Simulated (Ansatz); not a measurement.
Basis sets compared for (FInO)3 ring (In3O3F3). The state is a singlet with charge 0. Geometry r2SCAN-D4/def2-SVP. Ansatz on 2 threads of AMD EPYC 7R13 on a shared host and a share (18 GiB) of an NVIDIA H100 80GB HBM3; times are rough, and most runs start from earlier orbitals.

Cartesian coordinates in Å:
```
In 0.005 1.328 1.498
F 0.020 2.616 2.955
O 0.625 1.868 -0.324
In 0.634 0.542 -1.820
F 1.261 1.065 -3.585
O -0.002 -1.325 -1.493
In -0.641 -1.870 0.321
F -1.273 -3.683 0.631
O -0.629 -0.541 1.815
```

In the def2 sets In takes a core potential; there is no spin–orbit coupling.

Binding counts from free atoms (In doublet, F doublet, O triplet) in the same basis, without a counterpoise term.

```csv
level,functions,energy (Eh),HOMO (eV),LUMO (eV),binding per atom (eV),wall time
PBE-D4/def2-SVP,162,-1094.8407,-7.45,-4.52,3.45,2.9 s
PBE0-D4/def2-SVP,162,-1094.8015,-8.95,-3.75,3.18,5.5 s
```

Task: Estimate the rows for PBE-D4/def2-TZVP, PBE0-D4/def2-TZVP (with forces).

Result: 
| level | functions | energy (Eh) | HOMO (eV) | LUMO (eV) | binding per atom (eV) | wall time |
| --- | --- | --- | --- | --- | --- | --- |
| PBE-D4/def2-TZVP | 336 | -1095.5453 | -7.62 | -4.68 | 3.50 | 2.4 s |
| PBE0-D4/def2-TZVP (with forces) | 336 | -1095.5015 | -9.07 | -3.87 | 3.25 | 3.3 s |
